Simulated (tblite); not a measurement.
Compound: C6H11FOSi.
SMILES with atom numbers: `[CH3:1][Si@@H:2]1[CH2:3][C@@:4]12[CH2:5][O:6][CH2:7][C@@H:8]2[F:9]` (hydrogens: H10, H11, H12 on C1; H13 on Si2; H14, H15 on C3; H16, H17 on C5; H18, H19 on C7; H20 on C8)

Computed with GFN2-xTB (tblite), gas phase: L-BFGS steps from a force-field or distance-geometry start until the largest atomic force falls under 0.01 eV/Å.

At the end of the run (lengths in Å): Si2–C4 1.894, C1–Si2 1.889, C1–H11 1.086, C5–O6 1.412, C3–H15 1.082, C1–H10 1.085, C4–C5 1.519, Si2–C4–C8 123.4°, C1–Si2–C4 119.2°, C3–C4–C8 119.1°, C4–C8–C7 103.7°, C1–Si2–C3–C4 -104°, Si2–C3–C4–C5 -116°, C3–C4–C5–O6 -167°, H16–C5–C4–C3 75°, H16–C5–O6–C7 162°.

Question: These geometries were met on the way; a selection of coordinates is given. Order them by energy above the end point, lowest first.
A. Si2–C4 1.883, C1–Si2 1.881, C1–H11 1.089, C5–O6 1.417, C3–H15 1.083, C1–H10 1.089, C4–C5 1.507, Si2–C4–C8 129.3°, C1–Si2–C4 120.2°, C3–C4–C8 116.1°, C4–C8–C7 102.0°, C1–Si2–C3–C4 -107°, Si2–C3–C4–C5 -119°, C3–C4–C5–O6 -86°, H16–C5–C4–C3 156°, H16–C5–O6–C7 91°
B. Si2–C4 1.892, C1–Si2 1.888, C1–H11 1.083, C5–O6 1.426, C3–H15 1.081, C1–H10 1.084, C4–C5 1.517, Si2–C4–C8 123.2°, C1–Si2–C4 115.9°, C3–C4–C8 116.3°, C4–C8–C7 102.1°, C1–Si2–C3–C4 -99°, Si2–C3–C4–C5 -120°, C3–C4–C5–O6 -113°, H16–C5–C4–C3 130°, H16–C5–O6–C7 128°
C. Si2–C4 1.813, C1–Si2 1.837, C1–H11 1.129, C5–O6 1.370, C3–H15 1.120, C1–H10 1.122, C4–C5 1.488, Si2–C4–C8 125.7°, C1–Si2–C4 123.6°, C3–C4–C8 115.3°, C4–C8–C7 100.0°, C1–Si2–C3–C4 -113°, Si2–C3–C4–C5 -120°, C3–C4–C5–O6 -84°, H16–C5–C4–C3 157°, H16–C5–O6–C7 82°
D. Si2–C4 1.839, C1–Si2 1.871, C1–H11 1.091, C5–O6 1.410, C3–H15 1.097, C1–H10 1.096, C4–C5 1.483, Si2–C4–C8 126.4°, C1–Si2–C4 122.6°, C3–C4–C8 116.1°, C4–C8–C7 100.4°, C1–Si2–C3–C4 -112°, Si2–C3–C4–C5 -118°, C3–C4–C5–O6 -85°, H16–C5–C4–C3 157°, H16–C5–O6–C7 84°
E. Si2–C4 1.867, C1–Si2 1.879, C1–H11 1.069, C5–O6 1.432, C3–H15 1.073, C1–H10 1.075, C4–C5 1.496, Si2–C4–C8 128.2°, C1–Si2–C4 121.5°, C3–C4–C8 117.3°, C4–C8–C7 101.2°, C1–Si2–C3–C4 -109°, Si2–C3–C4–C5 -118°, C3–C4–C5–O6 -86°, H16–C5–C4–C3 156°, H16–C5–O6–C7 88°

Answer: B (0.077 eV), A (0.126 eV), E (0.213 eV), D (0.387 eV), C (0.678 eV).

| step | E above end (eV) | rms distance from the end, all atoms (Å) | largest force (eV/Å) | rms shift of all bonds from the end (Å) |
| --- | --- | --- | --- | --- |
| 54 | 0.077 | 0.727 | 0.161 | 0.006 |
| 7 | 0.126 | 0.924 | 0.232 | 0.007 |
| 3 | 0.213 | 0.925 | 0.680 | 0.014 |
| 1 | 0.387 | 0.926 | 1.015 | 0.019 |
| 0 | 0.678 | 0.927 | 2.538 | 0.033 |

Rows stand in the order of the answer.
